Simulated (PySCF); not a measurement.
# Distorted geometries of [Ce(H2S)3]3+

[Ce(H2S)3]3+ (singlet in the valence; each metal's 4f electrons, 1 of them, lie in its core potential, out of spins and levels; a saddle point, relaxed within its symmetry). PySCF 2.14.0, RKS PBE0, Ce lcecp-1-SVP with ECP47, S def2-SVP, H def2-SVP; non-relativistic Hamiltonian with scalar-relativistic core potentials where named; density fitting; no spin-orbit coupling. Relaxed geometry:

```xyz
10

Ce    0.1070   -0.0830    0.9006
S     2.7761   -0.0467   -0.3867
H     3.7220   -0.0148    0.5982
H     3.0760   -1.2983   -0.8432
S    -1.3930    2.2868   -0.0504
H    -1.7086    3.0711    1.0224
H    -0.5224    3.1632   -0.6307
S    -1.5790   -2.4203    0.2116
H    -2.8915   -2.0604    0.3200
H    -1.5863   -2.5977   -1.1418
```

Order these distorted geometries by energy above the relaxed one, lowest first.
A.
```xyz
10

Ce    0.1795   -0.2046    0.8977
S     2.7855   -0.0195   -0.4288
H     3.6019    0.0451    0.5526
H     3.1831   -1.2219   -0.7982
S    -1.5899    2.3945   -0.0481
H    -1.5880    3.0489    1.0163
H    -0.5038    3.2007   -0.6470
S    -1.5096   -2.5418    0.0890
H    -2.8425   -2.0429    0.5447
H    -1.7162   -2.6586   -1.1782
```
B.
```xyz
10

Ce    0.2061   -0.1532    0.8600
S     3.0850    0.1021   -0.4448
H     3.6741   -0.2245    0.5897
H     2.8550   -1.3626   -0.6551
S    -1.4587    2.3349   -0.0880
H    -1.7362    3.2169    1.0289
H    -0.5457    3.2382   -0.7608
S    -1.6974   -2.4058    0.1504
H    -2.9130   -2.1804    0.2943
H    -1.4691   -2.5656   -0.9747
```
C.
```xyz
10

Ce    0.1313   -0.0265    0.9183
S     2.7788   -0.0774   -0.4015
H     3.6594    0.0256    0.5722
H     3.0448   -1.3300   -0.8396
S    -1.3041    2.3740   -0.1506
H    -1.7151    2.9710    1.0239
H    -0.5089    3.1080   -0.6187
S    -1.5786   -2.2787    0.2334
H    -2.8414   -2.1413    0.3194
H    -1.6662   -2.6246   -1.0568
```

C (0.91 eV), A (0.97 eV), B (2.09 eV).

Which forces (eV/Å) act in the one that lies 0.91 eV up?


```
Ce  -0.03  0.22 -0.15
S   -1.18  0.36 -0.94
H    1.02 -0.09  0.91
H    0.20 -0.28  0.04
S   -5.35 -5.43  3.28
H    0.33  0.32 -0.57
H    5.05  5.07 -2.58
S    2.49 -0.59  0.17
H   -2.88  0.57  0.59
H    0.35 -0.15 -0.76
```
Forces carry noise of the integration grid, about 0.01 to 0.03 eV/Å.

An lcecp potential fixes the number of 4f electrons, so in runs with it no electron can move into or out of that shell.
